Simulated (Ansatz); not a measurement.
# Worked example: MgHF + SiH(SiH3)2 → MgH + SiH(SiH3)2F

Gas-phase species: MgHF `[F][MgH]`, singlet; SiH(SiH3)2, doublet; MgH, doublet; SiH(SiH3)2F, singlet. A radical takes F: the energy is the difference in strength between the Mg–F bond broken and the Si–F bond made.

Shapes, held fixed at every level: PBE0-D4/def2-TZVP. Programs: Ansatz 0.2.0. The zero-point and thermal change to 298 K, harmonic and unscaled (PBE0-D4/def2-TZVP), is +0.9 kJ/mol.

At CCSD(T)/def2-TZVPP; 1 Eh = 2625.50 kJ/mol:

| species | energy (Eh) |
| --- | --- |
| MgHF | -300.204814 |
| SiH(SiH3)2 | -871.305074 |
| MgH | -200.357447 |
| SiH(SiH3)2F | -971.151811 |

Task: Work out ΔH(298 K) of the reaction at this level.

Result: 
1. Products less reactants: (-200.357447) + (-971.151811) − [(-300.204814) + (-871.305074)] = 0.000630 Eh = +1.7 kJ/mol.
2. With the thermal change: +1.7 + (+0.9) = +2.6 kJ/mol.

Other levels give -19.0 (HF/def2-TZVPP) to +32.2 kJ/mol (MP2/def2-SVP). No measured value is set beside it here. Open shells run unrestricted. Outer-core shells of Mg are correlated, in sets that cover them unevenly. Sets without diffuse functions underbind ionic bonds of s-block metals. The levels disagree on the sign, so it isn't settled. That is about zero within the method's error.
